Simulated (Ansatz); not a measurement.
Consider the silylene formation by 1,1-elimination: `C[Si](O)(O)F` → CH₃OH + `O[Si]F`.

Program: Ansatz. Geometries: PBE0-D4/def2-TZVP. ΔE: electronic, gas phase. CCSD(T)/CBS is extrapolated from def2-TZVPP and def2-QZVPP, frozen cores. One conformer a species, not always the lowest.

| level | ΔE (kJ/mol) |
| --- | --- |
| CCSD(T)/def2-TZVPP | 364.7 |
| HF/CBS(cc) | 367.8 |

**Question.** What does CCSD(T)/CBS give? (Estimate.)

**Answer.** Ansatz gave: +375.2 kJ/mol. The listed levels differ from it by -10.5, -7.4 kJ/mol.

Largest T1 diagnostic among the species: 0.015.

Leaving LDA and LC-ωPBE aside and taking each functional with its dispersion term where it has one, the values, not all of them listed here, spread over 63.5 kJ/mol, from BLYP-D4 to r2SCAN0-D4. LDA lies +40.3 kJ/mol from PBE without D4. From PBE to PBE0 (25 % exact exchange), in def2-TZVPP and without D4, ΔE moves by +24.9 kJ/mol.
